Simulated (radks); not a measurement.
The numbers below are computed, except where a source is named.
Task: All-electron atom: Mn4+ in [Ar] 3d3. Code: a radial shooting solver on a logarithmic mesh with Libxc functionals. Model: Dirac Kohn-Sham, PBE, spin-unpolarised, spherical densities, finite nucleus; open shells fill j = l - 1/2 first; Fermi nuclear charge, rms radius 3.7057 fm. Some entries of the table are withheld. Estimate them.

| orbital | occ. | eigenvalue (eV) | r(max) (bohr) | <r> (bohr) |
|---|---|---|---|---|
| 1s1/2 | 2 | -6487.179 | 0.03987 | 0.06090 |
| 2s1/2 | 2 | -803.8115 | (1) | 0.2792 |
| 2p1/2 | 2 | -696.9493 | 0.1868 | 0.2451 |
| 2p3/2 | 4 | -686.5253 | 0.1892 | 0.2480 |
| 3s1/2 | 2 | (2) | 0.7302 | (3) |
| 3p1/2 | 2 | -111.5045 | (4) | 0.8658 |
| 3p3/2 | 4 | -110.1432 | (5) | 0.8735 |
| 3d3/2 | 3 | -60.7836 | 0.7176 | 0.9672 |
| 3d5/2 | 0 | -60.6239 | 0.7195 | 0.9697 |

Result: 
(1) 2s1/2 r(max) (bohr): 0.2326
(2) 3s1/2 eigenvalue (eV): -142.4457
(3) 3s1/2 <r> (bohr): 0.8332
(4) 3p1/2 r(max) (bohr): 0.7378
(5) 3p3/2 r(max) (bohr): 0.7443
